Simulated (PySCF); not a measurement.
# Excitation energy of Tl⁺ by level of theory

Tl⁺ [Xe] 4f14 5d10 6s2 (1S) → Tl⁺ [Xe] 4f14 5d10 6s1 7s1 (3S), as a difference of total energies. Calculation: PySCF 2.14, in aug-cc-pVQZ-DK3 (10s9p7d4f2g, 118 functions); scalar relativity by spin-free X2C-1e. The calculations carry no spin-orbit coupling.

```tsv
method	excitation energy (eV)
UHF	11.300
r2SCANh	12.818
M06-L	12.852
```

Question: Which method comes closest to the reference value, and which is furthest?

Answer: The reference is 13.047 eV (measured; NIST levels). Closest: M06-L (error -0.195 eV); furthest: UHF (error -1.747 eV).
